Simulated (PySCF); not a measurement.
Deuteron quadrupole couplings in `C=Cc1ccpc(C)p1`

C7H8P2.
Atom-mapped SMILES: `[CH2:1]=[CH:2][c:3]1[cH:4][cH:5][p:6][c:7]([CH3:8])[p:9]1` (hydrogens: H10, H11 on C1; H12 on C2; H13 on C4; H14 on C5; H15, H16, H17 on C8)

Cartesian coordinates in Å at the PBE0-D3(BJ)/def2-SVP level; atoms count from 1:
```
atom  x, y, z in Å
C1    -3.117    1.336    0.574
C2    -1.799    1.486    0.380
C3    -0.779    0.432    0.285
C4    -1.119   -0.921    0.422
C5    -0.258   -2.003    0.333
P6     1.455   -2.024    0.044
C7     1.878   -0.342   -0.097
C8     3.345   -0.041   -0.313
P9     0.836    1.046   -0.015
H10   -3.594    0.359    0.685
H11   -3.773    2.209    0.626
H12   -1.412    2.507    0.275
H13   -2.173   -1.152    0.612
H14   -0.706   -2.997    0.454
H15    3.493    0.937   -0.797
H16    3.882   -0.014    0.650
H17    3.830   -0.809   -0.934
```

Level: PBE0/pcSseg-1 (PySCF, non-relativistic); Q(2H) = 0.00286 b; rigid geometry, the same for H and D, with no vibrational averaging.

Task: Rank these positions by the coupling χzz of a deuteron there, largest first.
A. H11 (vinylic hydrogen)
B. H16 (methyl hydrogen)
C. H13 (aromatic hydrogen)

Result: A (207 kHz), C (199 kHz), B (193 kHz).

Task: Tabulate Vzz, the asymmetry η and χzz = 234.96 MHz × Q × Vzz for every hydrogen position.

Result: 
| atom | bonded to | bond length (Å) | Vzz (au) | η | χzz (kHz) |
| --- | --- | --- | --- | --- | --- |
| H10 | C1 | 1.093 | 0.3064 | 0.06 | 206 |
| H11 | C1 | 1.092 | 0.3077 | 0.06 | 207 |
| H12 | C2 | 1.097 | 0.2908 | 0.09 | 195 |
| H13 | C4 | 1.096 | 0.2957 | 0.08 | 199 |
| H14 | C5 | 1.096 | 0.2979 | 0.07 | 200 |
| H15 | C8 | 1.101 | 0.2879 | 0.05 | 193 |
| H16 | C8 | 1.103 | 0.2873 | 0.03 | 193 |
| H17 | C8 | 1.101 | 0.2886 | 0.05 | 194 |

Task: How does χzz go with the bond length over the 8 C–H bonds?

Result: A straight-line fit has a slope of -13.4 kHz for each 0.01 Å, with a correlation coefficient of -0.94, over lengths from 1.092 to 1.103 Å. The longer bonds have the smaller couplings here.

Task: A static deuteron (I = 1) shows a doublet split by (3/2)χ, (3/4)χ(1 + η) and (3/4)χ(1 − η) with the field along z, y and x of the gradient. What are these for H17?

Result: With |χ| = 193.9 kHz and η = 0.045: 291, 152 and 139 kHz, to first order and without motion.

Isolated species at its PBE0-D3(BJ)/def2-SVP geometry (one conformer only). With a basis this small, the couplings can be 20 % off.
